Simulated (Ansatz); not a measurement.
`CO[SiH]([SiH3])S` + CH₄ → `CO[SiH](C)S` + SiH₄  (formal exchange of groups at the Si–Si bond)

Calculated with Ansatz (gas phase, PBE0-D4/def2-TZVP geometries, no zero-point term in ΔE). CBS: MP2 limit from def2 TZ/QZ plus the TZ coupled-cluster correction, frozen cores. This one scheme is used for every species. Each species was taken in one conformer, which may not be the lowest.

```json
{"species": "`CO[SiH]([SiH3])S`", "CCSD/CBS(def2) energy (Eh)": "-1093.99212"}
{"species": "CH₄", "CCSD/CBS(def2) energy (Eh)": "-40.45584"}
{"species": "`CO[SiH](C)S`", "CCSD/CBS(def2) energy (Eh)": "-842.99050"}
{"species": "SiH₄", "CCSD/CBS(def2) energy (Eh)": "-291.45922"}
```

(1) Work out ΔE.

Largest T1 diagnostic among the species: 0.012.

Answers

(1) ΔE = (-842.99050) + (-291.45922) − (-1093.99212) − (-40.45584) = -0.00176 Eh = -1.1 kcal/mol. CCSD(T)/CBS gives -0.7 kcal/mol.

In def2-TZVPP, CCSD(T) changes the Hartree–Fock value by +1.9 kcal/mol (the triples alone add +0.4 kcal/mol) and MP2 by +0.9 kcal/mol. From PBE to PBE0 (25 % exact exchange), in def2-TZVPP and without D4, ΔE moves by −1.2 kcal/mol.
